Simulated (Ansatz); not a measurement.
Be(NMe2)(SH) (C2H7BeNS), SMILES C[N]([Be][SH])C.

The structure is a stationary point at r2SCAN-D4/def2-SVP. The structure was generated by enumeration; whether it is a known compound was not checked. Other conformers were not sampled.

Two levels are set side by side: PBE/def2-SVPD (Ansatz, a quantum-chemistry and plane-wave program) and CAM-B3LYP/def2-SVPD (Ansatz). Energy differences of separate SCF runs at the same geometry; the states with an electron removed or added have multiplicity 2 and 2. Differences are taken from unrounded values.

```csv
quantity,CAM-B3LYP
vertical ionisation energy (eV),8.58
vertical singlet–triplet gap (eV),5.24
```

Problem. What does PBE give, and how far is it from CAM-B3LYP? (An estimate is asked for; the answer gives what the named calculation found.)

Solution. 
```json
[
 {"quantity": "vertical ionisation energy (eV)", "PBE": "8.33", "PBE minus CAM-B3LYP": "-0.25"},
 {"quantity": "vertical singlet–triplet gap (eV)", "PBE": "4.77", "PBE minus CAM-B3LYP": "-0.47"}
]
```
